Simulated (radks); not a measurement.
Question: All-electron atom: Ce2+ in [Kr] 4d10 4f2 5p6 6s2 (not the ground configuration). Method: scalar-relativistic Kohn-Sham, PW91, spin-polarised, spherical densities, point nucleus; open shells are filled with parallel spins first (spin-orbit coupling, left out, can overturn this in heavy ions); computed with a radial shooting solver on a logarithmic mesh with Libxc functionals. Some entries of the table are withheld. Estimate them.

| orbital | occ. | eigenvalue (eV) | <r^2> (bohr^2) | <1/r> (bohr^-1) |
|---|---|---|---|---|
| 1s down | 1 | -40295.49 | 0.0008207 | 63.35 |
| 1s up | 1 | -40295.49 | 0.0008207 | 63.35 |
| 2s up | 1 | -6467.655 | 0.01306 | 14.60 |
| 2s down | 1 | -6467.654 | 0.01306 | 14.60 |
| 2p down | 3 | -5794.737 | 0.01041 | 13.83 |
| 2p up | 3 | -5794.736 | 0.01041 | 13.83 |
| 3s up | 1 | -1406.266 | 0.08870 | 5.300 |
| 3s down | 1 | -1405.775 | 0.08866 | 5.302 |
| 3p up | 3 | -1192.261 | 0.08872 | 5.019 |
| 3p down | 3 | -1191.773 | 0.08867 | 5.020 |
| 3d up | 5 | -888.2610 | 0.07578 | 4.761 |
| 3d down | 5 | -887.8806 | 0.07571 | 4.763 |
| 4s up | 1 | -299.4739 | 0.4601 | 2.206 |
| 4s down | 1 | -298.0161 | 0.4597 | 2.207 |
| 4p up | 3 | -229.8029 | 0.5205 | 2.033 |
| 4p down | 3 | -228.3224 | 0.5201 | 2.034 |
| 4d up | 5 | -129.5609 | 0.6484 | 1.769 |
| 4d down | 5 | -128.0529 | 0.6483 | 1.770 |
| 5s up | 0 | -60.3658 | 2.499 | 0.8867 |
| 5s down | 0 | -59.3056 | 2.528 | 0.8806 |
| 5p up | 3 | -42.3638 | 3.256 | 0.7696 |
| 5p down | 3 | -41.5245 | 3.308 | 0.7623 |
| 4f up | 2 | -24.7132 | 1.463 | 1.218 |
| 4f down | 0 | -23.3368 | 1.518 | 1.207 |
| 5d up | 0 | -19.6390 | 6.203 | 0.5541 |
| 5d down | 0 | -19.2124 | 6.378 | 0.5452 |
| 6s up | 1 | (1) | (2) | 0.3731 |
| 6s down | 1 | (3) | (4) | 0.3703 |
| 6p up | 0 | -12.3566 | 18.32 | 0.3151 |
| 6p down | 0 | -12.2464 | 18.59 | 0.3129 |
| 5f up | 0 | -5.7806 | 30.59 | (5) |
| 5f down | 0 | -5.7397 | 31.26 | (6) |

Answer: 
(1) 6s up eigenvalue (eV): -16.6879
(2) 6s up <r^2> (bohr^2): 13.14
(3) 6s down eigenvalue (eV): -16.5270
(4) 6s down <r^2> (bohr^2): 13.33
(5) 5f up <1/r> (bohr^-1): 0.2437
(6) 5f down <1/r> (bohr^-1): 0.2419
